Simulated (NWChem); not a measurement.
# C2H5NSi; SMILES [SiH3]CC#N

```xyz
9

N      0.5018    -2.3465     0.0000
C     -0.1351    -1.3621     0.0000
C     -0.8749    -0.1114     0.0000
Si     0.2806     1.4242     0.0000
H     -1.5336    -0.0617    -0.8931
H     -1.5336    -0.0617     0.8931
H      1.1375     1.4004     1.2306
H     -0.5881     2.6503     0.0000
H      1.1375     1.4004    -1.2306
```
Atoms are numbered in this order, from 1.

Structure relaxed at the PBE-D3(BJ)/def2-SVP level.

Symmetry labels are those of Cs in the frame above (b1 and b2, or b-type labels, depend on it).

**Question.** List the 4 lowest vertical singlet excitations from PBE/def2-SVPD, full TDDFT (NWChem).

**Answer.** 
```csv
state,energy (eV),oscillator strength,symmetry,leading excitation (squared amplitude)
S1,6.86,0.009,a',HOMO → LUMO (0.91)
S2,7.07,0.001,a",HOMO → LUMO+2 (0.91)
S3,7.19,0.001,a",HOMO−1 → LUMO (0.98)
S4,7.29,0.089,a',HOMO → LUMO+1 (0.65)
```
